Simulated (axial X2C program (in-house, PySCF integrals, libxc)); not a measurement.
**Nuclear properties of OMoO²⁺**

Computed with an axial X2C code built on PySCF integrals: two-component X2C with atomic mean-field Coulomb and Gaunt terms, Gaussian nuclei, basis O dyall-av3z, Mo dyall-v3z with contracted cores.

O–Mo–O held linear, with bonds 1.780 and 1.780 Å (near the PBE0 minimum at charge 2 of the determinant lowest at the starting distance; the state shown can have its own minimum elsewhere, held linear; other orders of the atoms were not compared).

Determinant lowest in the PBE0 search, Ω = 1 (⟨Sz⟩ = 0.00, ⟨Lz⟩ = 1.00 at PBE0), spin on the atoms O 0.71, Mo -1.41, O 0.71:

```json
{"level": "PBE0", "A∥/gI O (MHz)": "319", "qzz O (a.u.)": "0.55", "A∥/gI Mo (MHz)": "1260", "qzz Mo (a.u.)": "-1.06"}
{"level": "HF", "A∥/gI O (MHz)": "475", "qzz O (a.u.)": "0.99", "A∥/gI Mo (MHz)": "1740", "qzz Mo (a.u.)": "-1.27"}
{"level": "BHandHLYP", "A∥/gI O (MHz)": "382", "qzz O (a.u.)": "0.66", "A∥/gI Mo (MHz)": "1290", "qzz Mo (a.u.)": "-1.07"}
```

A∥ (defined per Ω) follows by multiplying with gI = μI/(I μN); qzz is the electric field gradient, eQq0 = 234.96 MHz × Q/barn × qzz. The operators were transformed with the bare-nucleus X2C matrices; with these basis sets, hyperfine constants and field gradients can be off by tens of per cent, and where levels differ in sign neither size nor sign is settled.

Problem. With gI(17O) = -0.7575, Q(17O) = -0.02558 barn, gI(95Mo) = -0.3657, Q(95Mo) = -0.022 barn (g factors from the IAEA table of nuclear moments by Stone; Q from Pyykkö, Mol. Phys. 2018), turn the PBE0 values of the first state into constants in MHz.

Solution. A∥(17O) = 319 × -0.7575 = -242 MHz; eQq0(17O) = 234.96 × (-0.02558) × (0.55) = -3.31 MHz; A∥(95Mo) = 1260 × -0.3657 = -461 MHz; eQq0(95Mo) = 234.96 × (-0.022) × (-1.06) = 5.48 MHz.

The molecule was held linear; bending was not examined, so a bent shape may lie lower.

Each state is one determinant with collinear spin, which with several unpaired electrons need not be a pure state. Unrestricted Hartree–Fock can overshoot spin polarisation at the nuclei. With several open shells hyperfine constants can be off by a factor of several. In the state Ω = 1 the atomic spins oppose each other (0.71, -1.41, 0.71): a broken-symmetry determinant whose values are not spin-projected. Open-shell Ω = 0 determinants with evenly filled partner blocks cannot be reached by this program, so the Ω shown need not be the lowest component. The search compared states at one distance, so a state with another bond length can lie lower. Further determinants of the search, some of them spin-mixed, are not shown.
